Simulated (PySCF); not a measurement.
Compound: C₂H₆BBr₃S.
SMILES with atom numbers: `[CH3:1][S+:2]([CH3:3])[B-:4]([Br:5])([Br:6])[Br:7]` (hydrogens: H8, H9, H10 on C1; H11, H12, H13 on C3)

Method: PBE0-D3(BJ)/def2-SVP geometry optimisation, gas phase in PySCF 2.14.0.

Q: List the bond lengths, angles and torsions at this level.

A: 
| bond | length (pm) |
| --- | --- |
| C1–S2, S2–C3 | 179.9 |
| S2–B4 | 199.1 |
| B4–Br5, B4–Br6, B4–Br7 | 198.9 |
| C1–H8 and 5 like bonds | 109.8 |

Bonds in one row agree within 1 pm and their mean is given. A selection of angles:
| angle | degrees |
| --- | --- |
| S2–C1–H8 | 106.2 |
| S2–C1–H9 | 108.5 |
| H8–C1–H9 | 110.4 |
| H9–C1–H10 | 112.0 |
| C1–S2–C3 | 101.3 |
| C1–S2–B4 | 104.3 |
| S2–B4–Br5 | 102.9 |
| S2–B4–Br6 | 109.1 |
| Br5–B4–Br6 | 113.3 |

Dihedral angles: C1–S2–B4–Br5 -174° (antiperiplanar).

B4 (four-coordinate boron) is distorted tetrahedral (angles from 102.9° to 114.0°). Of the pairs four or more bonds apart, Br6···H12 is among the closest relative to their van der Waals radii: 2.87 Å, 94 % of the sum of Bondi's values. S2 (sulfur bonded to B and 2 C) is pyramidal (angles 104.3°, 104.2° and 101.3°, sum 309.8°, 0.79 Å off the plane of its three neighbours).

Point group: Cs (tolerance 0.08 Å). Not checked by PBE0-D3(BJ)/def2-SVP frequencies.
